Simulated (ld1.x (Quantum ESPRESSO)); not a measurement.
# Building the PAW potential for Sb (PBEsol, scalar-relativistic).

* Element: Sb (Z = 51)
* Generator: ld1.x (Quantum ESPRESSO) 7.5
* Type: PAW
* Functional: PBEsol
* Relativity: scalar-relativistic
* Frozen core: [Ar] 3d10
* Valence charge: 23
* Reference configuration: 4s2 4p6 4d10 5s2 5p3
* Partial waves: 4s (bound): rcut 1.00, rcutus 1.15 bohr; 5s (bound): rcut 1.00, rcutus 1.15 bohr; 4p (bound): rcut 1.10, rcutus 1.25 bohr; 5p (bound): rcut 1.10, rcutus 1.25 bohr; 4d (bound): rcut 0.30, rcutus 0.35 bohr; 4d channel at -1.15 Ry: rcut 0.30, rcutus 0.35 bohr
* Local potential: all-electron potential smoothed inside 0.55 bohr (lloc = -1)
* Core correction: Bessel-smoothed model core inside 0.30 bohr
* Augmentation charge: PSQ, inside the norm-conserving radii

All-electron outer shells of the reference configuration (PBEsol, scalar-relativistic, ld1.x):

```tsv
shell	level (eV)	outermost node (bohr)	outermost maximum (bohr)
3p	-750.06	0.13	0.29
3d	-515.82	–	0.24
4s	-148.62	0.39	0.73
4p	-101.63	0.39	0.76
4d	-33.45	0.38	0.84
5s	-12.88	0.95	1.90
5p	-4.84	1.04	2.35
```

(1) Is a potential produced?

## Answers

(1) No. ld1.x (Quantum ESPRESSO) 7.5 stopped with "compute_chi: chi too large beyond r_c": the function χ = (ε − T − V_loc)φ does not vanish beyond the cutoff radius. The 4d radius of 0.35 bohr lies inside the outermost node of the all-electron wave at 0.38 bohr.
